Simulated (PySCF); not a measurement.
Species: 2,6-dimethylbenzonitrile, C9H9N.
Numbering: `[CH3:1][c:2]1[cH:3][cH:4][cH:5][c:6]([CH3:7])[c:8]1[C:9]#[N:10]` (hydrogens: H11, H12, H13 on C1; H14 on C3; H15 on C4; H16 on C5; H17, H18, H19 on C7)

Structure used (GFN2-xTB), in Å, numbered top down from 1:
```
atom  x, y, z in Å
C1     2.578    0.316   -0.147
C2     1.196   -0.254   -0.084
C3     0.972   -1.621   -0.121
C4    -0.315   -2.128   -0.059
C5    -1.402   -1.275    0.040
C6    -1.221    0.098    0.079
C7    -2.378    1.040    0.184
C8     0.088    0.598    0.017
C9     0.294    1.995    0.055
N10    0.463    3.130    0.086
H11    3.320   -0.474   -0.226
H12    2.787    0.908    0.744
H13    2.678    0.979   -1.007
H14    1.813   -2.295   -0.199
H15   -0.473   -3.195   -0.088
H16   -2.402   -1.680    0.086
H17   -2.291    1.652    1.082
H18   -3.319    0.496    0.221
H19   -2.397    1.718   -0.669
```

Computed at PBE0/pcSseg-1 (PySCF, non-relativistic), with Q(14N) = 0.02044 b: N10, 14N (I = 1): χzz = -4.617 MHz, η = 0.090.

Problem. Where would the pure quadrupole (NQR) lines of 14N at N10 fall for the rigid, isolated species?

Solution. From ν± = (3/4)|χ|(1 ± η/3) and ν0 = |χ|η/2: ν+ 3.567 MHz, ν− 3.359 MHz, ν0 0.207 MHz (nitrile nitrogen).

In a crystal, neighbours and librations shift these lines. GFN2-xTB bond lengths can be off by several hundredths of an ångström, more for odd bonds, and the gradients follow them. The basis is small and wasn't made for field gradients, so the couplings can be 20 % off.
